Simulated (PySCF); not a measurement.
**Electric properties by functional and basis**

Species: C3H8BrGeN.
Cartesian coordinates in Å at the PBE0-D3(BJ)/def2-SVP level; atoms count from 1:
```xyz
14
C3H8BrGeN angstrom
N      2.5125   -0.0958    0.3457
Ge     1.4732    0.1578    1.8367
Br     1.8595   -1.7412    3.1110
C     -0.3713    0.1748    1.2909
C     -0.8898   -0.9797    0.4768
C     -0.6883    0.3460   -0.1764
H      3.2810   -0.7423    0.5063
H      2.8888    0.7600   -0.0554
H      1.8713    1.3674    2.7081
H     -1.0705    0.6235    2.0038
H     -1.9087   -1.3184    0.6817
H     -0.1915   -1.7836    0.2241
H      0.1542    0.4319   -0.8693
H     -1.5635    0.9469   -0.4375
```

PySCF, dipoles from the SCF density, polarisabilities from static response with core orbitals frozen. One conformer (not necessarily the lowest) at the PBE0-D3(BJ)/def2-SVP geometry, without solvent, vibrations or thermal averaging. The LDA/def2-SVPD calculation is non-relativistic and has no spin–orbit coupling, an omission that weighs most on bromine and germanium.

**Question.** Compare the levels for these properties.

**Answer.** 

| level | μ (D) | α (au) | anisotropy (au) |
| --- | --- | --- | --- |
| LDA/def2-SVPD | 2.387 | 98.57 | 24.64 |
| PBE/def2-SVPD | 2.357 | 97.52 | 24.40 |
| B3LYP/def2-SVPD | 2.413 | 94.57 | 23.03 |
| PBE0/def2-SVPD | 2.433 | 93.39 | 22.63 |
| BHandHLYP/def2-SVPD | 2.495 | 90.68 | 21.39 |
| CAM-B3LYP/def2-SVPD | 2.457 | 92.58 | 21.90 |
| wB97X-D/def2-SVPD | 2.476 | 92.46 | 21.74 |
| LC-wPBE/def2-SVPD | 2.488 | 89.94 | 20.88 |
| HF/def2-SVPD | 2.633 | 86.77 | 19.39 |
| PBE0/6-31G* | 2.680 | 76.52 | 23.22 |
| PBE0/def2-SVP | 2.372 | 77.40 | 21.44 |
| PBE0/aug-cc-pVDZ | 2.436 | 94.67 | 23.13 |
| PBE0/def2-TZVP | 2.398 | 89.09 | 23.73 |

The anisotropy is √(½[(α1 − α2)² + (α2 − α3)² + (α3 − α1)²]). The dipole runs from 2.36 D (PBE/def2-SVPD) to 2.68 D (PBE0/6-31G*). No reference polarisability is at hand; against PBE0 in the largest diffuse basis at hand (aug-cc-pVDZ) the other PBE0 rows deviate by 6-31G* -19%, def2-SVP -18%, def2-SVPD -1%, def2-TZVP -6%. In one basis (def2-SVPD) the functionals order the polarisability from HF (lowest) to LDA (highest), a spread of 14%. With PBE0 the polarisability is 81.00 au without diffuse functions (mean of 6-31G*, def2-SVP and def2-TZVP) and 94.03 au with them (mean of def2-SVPD and aug-cc-pVDZ).
